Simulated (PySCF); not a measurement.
C5H9ClFO (doublet state).
SMILES with atom numbers: `[CH2:1][CH2:2][C@H:3]([CH2:4][Cl:5])[O:6][CH2:7][F:8]` (hydrogens: H9, H10 on C1; H11, H12 on C2; H13 on C3; H14, H15 on C4; H16, H17 on C7)

Cartesian coordinates in Å at the GFN2-xTB level; atoms count from 1:
```xyz
17
C5H9ClFO angstrom
C      1.5115   -1.5823   -0.6408
C      1.4775   -0.2615    0.0021
C      0.0346    0.2805    0.1477
C      0.0232    1.7466    0.5887
Cl     0.7151    2.7836   -0.6748
O     -0.6181   -0.5169    1.1333
C     -1.9611   -0.6846    0.9954
F     -2.6615    0.4618    1.3208
H      1.7797   -2.4621   -0.0926
H      1.1701   -1.6912   -1.6524
H      2.0172    0.4757   -0.6039
H      1.9199   -0.3000    0.9970
H     -0.4920    0.1832   -0.8127
H     -0.9956    2.0909    0.7668
H      0.6200    1.8750    1.4917
H     -2.2777   -1.4539    1.7077
H     -2.2697   -0.9330   -0.0342
```

The hyperfine couplings belong to this conformer and change with its torsions.

Theory: UKS B3LYP, pcH-1 on C Cl F H O, non-relativistic, mean-field spin-orbit, GIAO in PySCF 2.14.0. Geometry: GFN2-xTB, one conformer, isolated molecule. The geometry wasn't refined by DFT: couplings that depend on bond lengths, twists or pyramidal angles can differ widely from those at the functional's own minimum. Stability of the SCF solution: not tested.

Mulliken spin populations: C1 +1.088, C2 -0.089, C3 +0.048, C4 +0.005, Cl5 +0.002, O6 -0.001, C7 0.000, F8 0.000, H9 -0.046, H10 -0.045, H11 +0.037, H12 +0.002, H13 -0.002, H14 +0.002, H15 0.000, H16 0.000, H17 +0.001.

(1) What dipolar couplings does the calculation give for H11, H12, H13, H14, H15, H16, H17?

(2) Estimate them with point dipoles: put each population ρk at its nucleus, leave out the nucleus itself and the atom bound to it, and sum T = Σ [ρk/(2S)]·C·(3 n nᵀ − 1)/r³ with C = μ0 gₑ μB g_N μN/(4π h) = 79.06 MHz Å³.

(3) If all the spin sat on C1, T∥ = 2C/r³. What distance does the computed T3 of H15 then imply?

Answers

(1) 
```
atom            position  distance from C1 (Å)  T1 (MHz)     T2    T3
 H11  β, 2 bonds from C1                  2.12     -5.64  -3.85  9.49
 H12  β, 2 bonds from C1                  2.12     -5.15  -4.06  9.21
 H13  γ, 3 bonds from C1                  2.68     -5.25  -2.22  7.46
 H14     4 bonds from C1                  4.66     -1.31  -0.55  1.86
 H15     4 bonds from C1                  4.16     -1.42  -0.99  2.42
 H16     5 bonds from C1                  4.46     -1.02  -0.89  1.91
 H17     5 bonds from C1                  3.88     -1.56  -1.28  2.84
```

(2) 
| atom | T1 (MHz) | T2 | T3 | T3, computed | difference in T3 (%) |
| --- | --- | --- | --- | --- | --- |
| H11 | -9.20 | -8.00 | 17.20 | 9.49 | +81 |
| H12 | -8.82 | -8.16 | 16.98 | 9.21 | +84 |
| H13 | -4.19 | -3.65 | 7.84 | 7.46 | +5 |
| H14 | -1.08 | -1.00 | 2.08 | 1.86 | +12 |
| H15 | -1.23 | -1.04 | 2.27 | 2.42 | -6 |
| H16 | -0.94 | -0.85 | 1.79 | 1.91 | -6 |
| H17 | -1.49 | -1.25 | 2.74 | 2.84 | -3 |

In T3 the estimate is closest for H17 (-3 %, 3.88 Å from C1) and worst for H12 (+84 %, 2.12 Å).

(3) r = (2 × 79.06/2.42)^(1/3) = 4.03 Å, against 4.16 Å in the structure.

Time: 2.1 min of wall time (with the writing of density and orbital grids); peak memory 0.96 GiB. Hardware: an Arm Neoverse V1 with one thread, no GPU (shared host).
